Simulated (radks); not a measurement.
Question: Radial electron density D(r) = 4 pi r^2 rho(r) of an atom or ion with 21 electrons. Calculated with a radial shooting solver on a logarithmic mesh with Libxc functionals: Dirac Kohn-Sham, PBE, spin-unpolarised, spherical densities, point nucleus.

| r (bohr) | D(r) (e/bohr) |
|---|---|
| 0.002623 | 0.5964 |
| 0.003443 | 0.9841 |
| 0.004555 | 1.629 |
| 0.005979 | 2.617 |
| 0.007848 | 4.123 |
| 0.0103 | 6.333 |
| 0.01363 | 9.511 |
| 0.01789 | 13.50 |
| 0.02348 | 18.10 |
| 0.03082 | 22.54 |
| 0.04078 | 25.63 |
| 0.05353 | 25.94 |
| 0.07026 | 23.48 |
| 0.09223 | 20.33 |
| 0.122 | 19.93 |
| 0.1602 | 23.71 |
| 0.2102 | 27.75 |
| 0.276 | 25.86 |
| 0.3651 | 17.05 |
| 0.4793 | 9.336 |
| 0.6291 | 8.295 |
| 0.8257 | 10.23 |
| 1.093 | 8.898 |
| 1.434 | 4.896 |
| 1.882 | 1.868 |
| 2.471 | 0.7223 |
| 3.269 | 0.4373 |
| 4.291 | 0.2740 |
| 5.632 | 0.1078 |
| 7.393 | 0.02185 |
| 9.782 | 0.001645 |

What is the nuclear charge?

Answer: Z = 22. The innermost maximum, from 1s, lies near gamma/Z bohr with gamma = sqrt(1 - (Z/c)^2) = 0.987, here 0.0449 bohr (found: 0.0479), and its height grows with Z. The density is that of the titanium ion Ti+ in [Ar] 3d2 4p1; the configuration itself is not fixed sharply by these data, and Z only to about a unit. D(r) has 3 maxima, at r = 0.0479, 0.226, 0.873 bohr, and minima at 0.109, 0.567 bohr, inside which lie 2.14, 10.42 electrons.
